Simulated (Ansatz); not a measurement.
Basis-set series for `C[N](C)[Y]([Cl])[N](C)C`. Charge 0, multiplicity 1. Y takes the def2 core potential. The structure was optimised at the PBE0-D4/def2-TZVP level. It is one conformer, not always the lowest.

| functional | basis | functions | energy (Eh) | HOMO (eV) | LUMO (eV) |
| --- | --- | --- | --- | --- | --- |
| PBE0-D4 | def2-SVP | 193 | -766.99443 | -5.90 | -1.56 |
| PBE0-D4 | def2-QZVPP | 853 | -767.48594 | -6.02 | -1.61 |
| ωB97M-V | def2-SVP | 193 | -767.21633 | -8.15 | -0.23 |
| ωB97M-V | def2-QZVPP | 853 | -767.72164 | -8.28 | -0.40 |

(1) Give the rows for def2-TZVPP. (An estimate is asked.)

## Answers

(1) Computed: 
```csv
functional,basis,functions,energy (Eh),HOMO (eV),LUMO (eV)
PBE0-D4,def2-TZVPP,452,-767.45423,-5.99,-1.61
ωB97M-V,def2-TZVPP,452,-767.69103,-8.26,-0.33
```
